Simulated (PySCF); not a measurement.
oxasilolan-5-one (C3H6O2Si), SMILES O=C1O[SiH2]CC1. Geometry: PBE-D3(BJ)/def2-SVP. One conformer was computed; it need not be the lowest.

### Question
Give the equilibrium geometry at PBE-D3(BJ)/def2-SVP (PySCF confirms it by a frequency run) as bond lengths and angles. (An estimate is asked for; the answer gives what the named calculation found.)

### Answer
This is not unique; one that fits is 
Atoms: O1 C2 C3 C4 Si5 O6 H7 H8 H9 H10 H11 H12. Bonds (Å): O1–C2 1.205, C2–C3 1.540, C2–O6 1.377, C3–C4 1.541, C3–H7 1.112, C3–H8 1.108, C4–Si5 1.897, C4–H9 1.110, C4–H10 1.107, Si5–O6 1.723, Si5–H11 1.501, Si5–H12 1.498. Bond angles (°): O1–C2–C3 125.6, O1–C2–O6 122.1, C3–C2–O6 112.3, C2–C3–C4 111.6, C2–C3–H7 105.6, C2–C3–H8 108.0, C4–C3–H7 111.0, C4–C3–H8 114.1, H7–C3–H8 106.0, C3–C4–Si5 101.5, C3–C4–H9 111.0, C3–C4–H10 113.2, Si5–C4–H9 109.0, Si5–C4–H10 114.8, H9–C4–H10 107.3, C4–Si5–O6 95.1, C4–Si5–H11 115.2, C4–Si5–H12 116.2, O6–Si5–H11 109.6, O6–Si5–H12 109.2, H11–Si5–H12 110.3, C2–O6–Si5 114.1.
Charge 0, spin multiplicity 1.
